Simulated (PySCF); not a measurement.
A PySCF script (with the pyscf-properties extension) for the NMR shieldings of `CC[C@H](CN)[SiH2]O`, C$_{4}$H$_{13}$NOSi, on a GFN2-xTB geometry:

```python
import basis_set_exchange as bse
import numpy as np
from pyscf import gto, dft
from pyscf.prop import nmr

atoms = """
C     2.044664    0.853588   -0.000286
C     1.031686   -0.123971   -0.583605
C    -0.281671   -0.185108    0.204770
C    -1.167417   -1.282851   -0.384254
N    -0.503935   -2.577358   -0.314121
Si   -1.222611    1.476596    0.279365
O    -0.670498    2.436827    1.471513
H     1.707594    1.881664   -0.121469
H     2.201406    0.660217    1.059771
H     3.001632    0.752310   -0.508382
H     0.814775    0.157611   -1.616324
H     1.462833   -1.126936   -0.603431
H    -0.034497   -0.488620    1.231045
H    -1.353979   -1.069450   -1.440697
H    -2.142711   -1.278066    0.131805
H    -0.345735   -2.832447    0.655853
H    -1.085206   -3.295998   -0.731118
H    -1.113248    2.143450   -1.022216
H    -2.608821    1.305361    0.695737
H     0.260589    2.603859    1.593008
"""
names = dict.fromkeys(["C", "N", "Si", "O", "H"], "pcSseg-1")
basis = {el: gto.basis.parse(bse.get_basis(n, elements=[el], fmt="nwchem")) for el, n in names.items()}
mol = gto.M(atom=atoms, basis=basis, charge=0, verbose=0)
mf = dft.RKS(mol, xc="PBE0")
mf.grids.level = 2
mf.grids.alignment = dft.numint.BLKSIZE   # the property module wants whole blocks of grid points
mf.conv_tol = 1e-9
mf.kernel()

calc = nmr.RKS(mf)   # GIAO
C = mf.mo_coeff
Co = C[:, mf.mo_occ > 0]
resp = mf.gen_response(singlet=True, hermi=2)
def vind(x):   # induced exchange potential for any number of trial vectors
    d = np.einsum("pi,xij,qj->xpq", C, 2 * x.reshape(-1, C.shape[1], Co.shape[1]), Co, optimize=True)
    return np.einsum("xpq,pi,qj->xij", resp(d - d.transpose(0, 2, 1)), C, Co, optimize=True).ravel()
mo1, _ = nmr.rhf.solve_mo1(calc, with_cphf=vind)
sigma = calc.kernel(mo1)
for i, s in enumerate(sigma):   # ppm
    print("%2d %-2s %9.2f" % (i, mol.atom_pure_symbol(i), np.trace(s) / 3))
```

**Question.** What are the results?

**Answer.** 
```
 0 C     169.78
 1 C     160.34
 2 C     148.45
 3 C     141.08
 4 N     227.68
 5 Si    354.35
 6 O     309.76
 7 H      30.80
 8 H      30.96
 9 H      30.23
10 H      30.67
11 H      28.58
12 H      31.13
13 H      29.49
14 H      28.40
15 H      31.91
16 H      30.89
17 H      26.76
18 H      27.01
19 H      30.99
```

These numbers come from an equivalent density-fitted implementation of the same equations, which agrees with the script to about 0.01 ppm for H and up to a few tenths of a ppm for heavy atoms, so last digits may differ.

**Question.** Turn these shieldings into chemical shifts. References, each an isolated molecule treated in the same way: ¹³C (σref 186.93), ²⁹Si (σref 349.16), ¹H (σref 31.72) vs TMS; ¹⁵N (σref 267.73) against NH3; H2O for ¹⁷O (σref 336.08).

**Answer.** Averaging equivalent atoms: C 3: 45.8; C 2: 38.5; C 1: 26.6; C 0: 17.1; N 4: 40.1; Si 5: -5.2; O 6: 26.3; H 17: 4.96; H 18: 4.71; H 14: 3.31; H 11: 3.14; H 13: 2.22; H 7/8/9: 1.05; H 10: 1.04; H 19: 0.73; H 12: 0.59; H 15/16: 0.32 ppm. Experimental scales use liquid or dissolved standards, which lie at an offset from isolated NH3 (liquid NH3: subtract about 20 ppm) and H2O (liquid H2O: subtract about 36 ppm).

Size and cost of the density-fitted run: 191 basis functions, 71 s wall time on 1 thread of an Arm Neoverse N1, shared host; peak memory 0.86 GiB.
